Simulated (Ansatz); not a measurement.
Cost and result for the atomization energy of CH7ClFNSi2, SMILES `CN([SiH2]F)[SiH2]Cl` (13 atoms, 12 bonds).

Z-matrix (Å, degrees):
```
C
N 1 1.468
H 1 1.093 2 110.5
H 1 1.094 2 111.6 3 -120.0
H 1 1.093 2 110.9 3 118.9
Si 2 1.711 1 118.9 3 13.4
Si 2 1.717 1 117.2 3 -168.4
F 6 1.601 2 111.9 1 77.9
H 6 1.480 2 109.2 1 -38.6
H 6 1.477 2 108.8 1 -163.7
Cl 7 2.061 2 110.8 1 68.1
H 7 1.481 2 110.8 1 -48.5
H 7 1.477 2 108.7 1 -172.8
```

Total charge 0; spin multiplicity 1. All single points use the PBE0-D4/def2-TZVP geometry. It is one conformer, not always the lowest. Program: Ansatz. All runs use 2 threads of an AMD EPYC 7R13 on a shared host and a share of an NVIDIA H100 80 GB. Times are those of one run each, without the atoms' runs, and a repeat can differ threefold. Electronic energies, without spin–orbit coupling; frozen cores. CCSD(T)/CBS adds CCSD(T) − MP2 in def2-TZVPP to the MP2 limit, and its time is that of the two runs behind it. T1 = 0.011. B3LYP takes the VWN-RPA correlation (the form of Gaussian; ORCA's B3LYP/G).

CCSD(T)/CBS is a level of theory with its own doubt, some kJ/mol a heavy atom from the limit and from the frozen cores, so smaller differences don't rank the functionals.

```
                             level  functions  wall time
                 B2PLYP/def2-TZVPP        317      4.7 s
                CCSD(T)/def2-TZVPP        317      5.5 s
  ωB97M-V/def2-TZVPP (with forces)        317      6.5 s
                    MP2/def2-QZVPP        591        7 s
 B3LYP-D4/def2-TZVPP (with forces)        317      9.5 s
                ωB97X-V/def2-TZVPP        317       10 s
                PBE0-D4/def2-TZVPP        317       13 s
                 CCSD(T)/CBS(def2)          –       13 s
r2SCAN-D4/def2-TZVPP (with forces)        317       14 s
   PBE-D4/def2-TZVPP (with forces)        317       16 s
```

Q: What atomization energy does each give, and how far from CCSD(T)/CBS? (An estimate is asked.)

A: Ansatz gave: 
```tsv
level	atomization (kcal/mol)	difference from CCSD(T)/CBS	per bond
B2PLYP/def2-TZVPP	1094.4	-17.2	-1.4
CCSD(T)/def2-TZVPP	1079.0	-32.6	-2.7
ωB97M-V/def2-TZVPP (with forces)	1113.0	1.4	0.1
MP2/def2-QZVPP	1115.5	3.9	0.3
B3LYP-D4/def2-TZVPP (with forces)	1106.3	-5.3	-0.4
ωB97X-V/def2-TZVPP	1115.5	3.9	0.3
PBE0-D4/def2-TZVPP	1100.8	-10.8	-0.9
CCSD(T)/CBS(def2)	1111.6	0.0	0.0
r2SCAN-D4/def2-TZVPP (with forces)	1106.7	-4.9	-0.4
PBE-D4/def2-TZVPP (with forces)	1113.9	2.3	0.2
```

The D4 term adds +13.5 kcal/mol with B3LYP and +7.2 kcal/mol with PBE0; it sums over pairs of atoms, weighted by their polarisabilities, and B3LYP, whose exchange is more repulsive, gets the larger term. In def2-TZVPP, CCSD(T) changes the Hartree–Fock value by +257.7 kcal/mol (the triples alone add +14.4 kcal/mol) and MP2 by +274.4 kcal/mol; breaking electron pairs costs correlation energy, which Hartree–Fock lacks. From PBE to PBE0 (25 % exact exchange), in def2-TZVPP and without D4, the atomization energy moves by −11.9 kcal/mol: exact exchange takes away binding that semilocal exchange gives to molecules.
